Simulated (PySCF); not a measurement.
NaHg⁺ at B3LYP

Level: B3LYP. PySCF, scalar-relativistic core potentials, basis sets Na def2-SVP, Hg def2-SVP with ECP60.

```
state                                                                                                              : ¹Σ⁺ (singlet), closed shell
bond length                                                                                                        : 3.084 Å
harmonic wavenumber                                                                                                : 111 cm⁻¹
force constant                                                                                                     : 0.150 mdyn/Å
rotational constant Be                                                                                             : 0.08589 cm⁻¹
anharmonicity ωexe                                                                                                 : 1.13 cm⁻¹
vibration–rotation constant αe                                                                                     : 0.00108 cm⁻¹
well depth De to Na⁺ + Hg                                                                                          : 7.9 kcal/mol
dissociation energy D0                                                                                             : 7.7 kcal/mol
HOMO–LUMO gap                                                                                                      : 5.63 eV
bond order (Mayer)                                                                                                 : 0.27
dipole moment (positive dipole points towards Hg; it is taken about the centre of mass and depends on that origin) : -10.68 D
```

Closed-shell solutions of metal pairs were not tested for spin polarisation, which can lower them a little. The bond is weak. Basis-set superposition, not corrected here, can be much of De in a small basis, most of all at correlated wavefunction levels. Spin–orbit coupling is left out. For an ion De counts to the pair picked by the measured ionisation energies or electron affinities, which need not be the lowest pair at this level.
